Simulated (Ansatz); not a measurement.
Ansatz (a program for electronic structure) input (CAM-B3LYP/def2-TZVPD):

Ansatz 0.2 input:
```yaml
crystal:
  periodic: [false, false, false]
  atoms:
    - {symbol: As, position_ang: [-0.00000000, -0.00000000, -0.31730468]}
    - {symbol: O, position_ang: [0.00000000, 0.00000000, 1.30888181]}
basis:
  gaussian:
    orbitals: def2-TZVPD
hamiltonian:
  xc: {name: CAM-B3LYP}
total_charge: -1
magnetization: {spin_polarized: true, initial_magnetization: 2}
```

Output:

```
Functional definition: CAM-B3LYP
integrals: 0.03 GiB planned
609 factors; their error is unknown
integrals: 0.06 GiB planned
129 factors; integrals over basis functions are off by at most 2.1e-4 eV
mean field: 0.41 GiB planned
mean field evaluation 1: about -62889.6732 eV, gradient 2.3e1 eV
mean field evaluation 2: about -62887.2529 eV, gradient 3.8e1 eV
mean field evaluation 4: about -62891.7282 eV, gradient 2.6e0 eV
mean field evaluation 8: about -62891.7549 eV, gradient 1.0e-1 eV
mean field evaluation 16: about -62891.9434 eV, gradient 2.7e-5 eV
mean field -62891.94339568 eV, -2311.2362901008 hartree, gradient 2.7e-5 eV, S^2 2.010946; 0 other end points of the search recorded, 0 dependent functions left out
reference -62891.94347835 eV, -2311.2362931391 hartree; 22, 20 occupied and 72, 74 virtual orbitals, 609 factors
Total energy: -62891.94347835 eV, -2311.2362931391 hartree
```

This state (charge -1, triplet) is run at the relaxed geometry of the species with charge 0 and multiplicity 2.
